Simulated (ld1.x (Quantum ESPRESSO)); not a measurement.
# Configuration tests for F (Z = 9) (ultrasoft)

```
Element                 : F
Generator               : ld1.x (Quantum ESPRESSO) 7.5
Type                    : ultrasoft
Functional              : PBE
Relativity              : non-relativistic
Frozen core             : [He]
Valence charge          : 7
Reference configuration : 2s2 2p5
Partial waves           : 2s (bound): rcut 0.75, rcutus 0.85 bohr; 2s channel at -1.25 Ry: rcut 0.75, rcutus 0.85 bohr; 2p (bound): rcut 0.95, rcutus 1.10 bohr; 2p channel at -0.25 Ry: rcut 0.95, rcutus 1.10 bohr; 3d channel at 0.05 Ry: rcut 0.70, rcutus 0.90 bohr
Local potential         : all-electron potential smoothed inside 0.90 bohr (lloc = -1)
Core correction         : none
Augmentation charge     : PSQ, radius 0.60 bohr
```

Energies are relative to the spin-unpolarised reference configuration 2s2 2p5; without spin polarisation the order of configurations can differ from experiment.

```json
{"valence configuration": "2s2 2p4", "charge": "+1", "ΔE all-electron (eV)": "19.402", "error AE − PS (meV)": "-0.7"}
{"valence configuration": "2s2 2p2", "charge": "+3", "ΔE all-electron (eV)": "118.439", "error AE − PS (meV)": "-0.4"}
{"valence configuration": "2s2 2p5.3", "charge": "-0.3", "ΔE all-electron (eV)": "-2.673", "error AE − PS (meV)": "-0.1"}
{"valence configuration": "2s2 2p1", "charge": "+4", "ΔE all-electron (eV)": "204.237", "error AE − PS (meV)": "+111"}
{"valence configuration": "2s1 2p5", "charge": "+1", "ΔE all-electron (eV)": "38.408", "error AE − PS (meV)": "+5.4"}
{"valence configuration": "2s2 2p4.5", "charge": "+0.5", "ΔE all-electron (eV)": "7.549", "error AE − PS (meV)": "0.0"}
```

(1) What are ΔE and the potential's error for 2s2 2p3?

Levels in the configuration 2s2 2p3:

```
level  all-electron (eV)  pseudo (eV)
   2s            -67.892      -67.918
   2p            -49.009      -49.016
```

Answers

(1) ΔE = 57.796 eV all-electron; the error (AE − PS) is -5.7 meV.
